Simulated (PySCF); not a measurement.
Compound: C₅H₇NS.
Atom-mapped SMILES: `[N:1]#[C:2][C@@H:3]1[CH2:4][CH2:5][S:6][CH2:7]1`

NICS is the negative of the GIAO shielding at a point without a nucleus: at the ring centre (0) and 1 Å above and below it (1); zz is the component along the ring normal. Level: GIAO PBE0/pcSseg-1 (PySCF, non-relativistic, gas phase) on the GFN2-xTB geometry, one conformer.

Ring bond lengths (Å), with Mayer bond orders in brackets: C3–C4 1.534 (0.97), C4–C5 1.519 (1.03), C5–S6 1.834 (0.99), S6–C7 1.831 (1.00), C7–C3 1.528 (0.98).

Task: What do the NICS probes read (ppm)?

Result: 
| ring | type | NICS(0) | NICS(1), two faces | NICS(1)zz, two faces | rms pucker (Å) | centre to ring atoms, mean (Å) |
| --- | --- | --- | --- | --- | --- | --- |
| C3–C4–C5–S6–C7 | 5-membered ring with S; formal bonds all single | -9.6 | -4.8 / -5.2 | -4.1 / -5.0 | 0.20 | 1.37 |

Task: What do they say, and how far can they be read as aromaticity?

Result: 
- C3–C4–C5–S6–C7: mean NICS(1)zz -4.6 ppm, shielded. C3, C4, C5, C7 have four or more neighbours; no verdict on aromaticity is drawn. A hydrogen on C3, outside the ring, lies only 1.34 Å from a NICS(1) probe, which then mostly feels that atom.

Task: What is the mean of the two in-plane components of NICS at the first NICS(1) probe listed for ring C3–C4–C5–S6–C7, 1 Å off the ring?

Result: The isotropic value is a third of the trace: (3 × -4.8 − (-4.1))/2 = -5.1 ppm.

Task: How shielded are the nuclei of the rings and their hydrogens (means over atoms taken as equivalent)?

Result: 
| atoms | environment | σ isotropic (ppm) | principal values of the symmetric part, first atom (ppm) |
| --- | --- | --- | --- |
| C3 | sp3 carbon next to a nitrile | 154.4 | 129.6, 159.8, 173.6 |
| C4 | ring CH2 carbon | 146.9 | 116.7, 158.3, 165.8 |
| C5 | sp3 carbon bound to sulfur | 150.5 | 115.3, 164.8, 171.4 |
| S6 | sulfide sulfur | 514.8 | 270.1, 498.5, 775.7 |
| C7 | sp3 carbon bound to sulfur | 146.6 | 110.4, 157.0, 172.4 |
| H on C3 | methine hydrogen | 29.29 | 25.1, 27.4, 35.4 |
| H on C4 | methylene hydrogen | 29.85 | 25.4, 28.4, 35.7 |
| H on C4 | methylene hydrogen | 29.37 | 24.4, 27.5, 36.3 |
| H on C5 | methylene hydrogen | 28.78 | 23.4, 26.2, 36.8 |
| H on C5 | methylene hydrogen | 28.70 | 22.9, 26.5, 36.7 |
| H on C7 | methylene hydrogen | 28.61 | 23.2, 26.9, 35.8 |
| H on C7 | methylene hydrogen | 28.66 | 22.9, 27.6, 35.5 |

Time: 29 s wall (grids of density and orbitals included); peak memory 0.73 GiB. Hardware: an Arm Neoverse V1 with one thread (shared host). This is the whole shielding run at PBE0/pcSseg-1, SCF included.
